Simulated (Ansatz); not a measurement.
Cost and result up the ladder for the cluster Bi3Te (the lowest doublet isomer of a short search) (4 atoms). The state is a doublet with charge 0. Geometry: PBE-D4/def2-SVP.

```xyz
4

Bi    1.5753   -0.3035    0.6841
Bi   -1.3819   -0.0965    1.0596
Bi   -0.2795   -1.5800   -1.3304
Te    0.0861    1.9801   -0.4133
```

Ansatz on 4 threads of Intel Xeon 6975P-C on a shared host. Times are rough, and most runs start from the orbitals of an earlier one. r2SCAN0-D4/def2-TZVP serves as the yardstick here, not as an exact answer. Differences are given only for rows in sets of like size (and for xTB, whose basis is part of the method), since another set adds its own error. Binding counts from free atoms at the same level (Bi quartet, Te triplet; other spins of the atoms weren't run), without zero-point energy or a counterpoise term.

In the def2 sets Bi, Te take a core potential; there is no spin–orbit coupling. Correlated methods freeze 16 core orbitals; core or outer-core shells of Bi, Te are correlated, in sets that lack core-valence functions. The rows differ in basis, and correlated rows in double-zeta sets carry the largest basis error. The structure comes from a short search, and lower isomers may exist.

Run but left out: MP2/def2-TZVP (⟨S²⟩ 1.05, where a pure state has 0.75).

Correlated methods converge slowly with the basis, most of all in double-zeta sets.

```json
{"level": "PBE-D4/def2-SVP", "functions": "104", "wall time": "1.9 s"}
{"level": "PBE0-D4/def2-SVP", "functions": "104", "wall time": "3.3 s"}
{"level": "PBE-D4/def2-TZVP", "functions": "200", "wall time": "3.6 s"}
{"level": "PBE-D4/def2-TZVPD", "functions": "227", "wall time": "5.5 s"}
{"level": "r2SCAN-D4/def2-TZVP", "functions": "200", "wall time": "8.5 s"}
{"level": "r2SCAN-D4/def2-TZVPD", "functions": "227", "wall time": "9.5 s"}
{"level": "PBE0-D4/def2-TZVP", "functions": "200", "wall time": "10 s"}
{"level": "PBE0-D4/def2-TZVPD", "functions": "227", "wall time": "10 s"}
{"level": "RPA@PBE/def2-TZVP", "functions": "200", "wall time": "11 s"}
{"level": "B2PLYP/def2-TZVP", "functions": "200", "wall time": "15 s"}
{"level": "r2SCAN0-D4/def2-TZVP (with forces)", "functions": "200", "wall time": "16 s"}
{"level": "CCSD(T)/def2-SVP", "functions": "104", "wall time": "22 s"}
```

**Question.** Estimate what each level gives for the binding energy per atom (eV).

**Answer.** 
| level | binding energy per atom (eV) | difference from r2SCAN0-D4/def2-TZVP (eV) | remarks |
| --- | --- | --- | --- |
| PBE-D4/def2-SVP | 2.04 | – | – |
| PBE0-D4/def2-SVP | 1.80 | – | – |
| PBE-D4/def2-TZVP | 2.11 | 0.47 | – |
| PBE-D4/def2-TZVPD | 2.11 | 0.47 | – |
| r2SCAN-D4/def2-TZVP | 1.78 | 0.14 | – |
| r2SCAN-D4/def2-TZVPD | 1.78 | 0.15 | – |
| PBE0-D4/def2-TZVP | 1.87 | 0.24 | – |
| PBE0-D4/def2-TZVPD | 1.88 | 0.24 | – |
| RPA@PBE/def2-TZVP | 1.64 | 0.01 | – |
| B2PLYP/def2-TZVP | 1.83 | 0.19 | – |
| r2SCAN0-D4/def2-TZVP (with forces) | 1.63 | 0.00 | – |
| CCSD(T)/def2-SVP | 1.29 | – | spin-contaminated (⟨S²⟩ 1.06) |
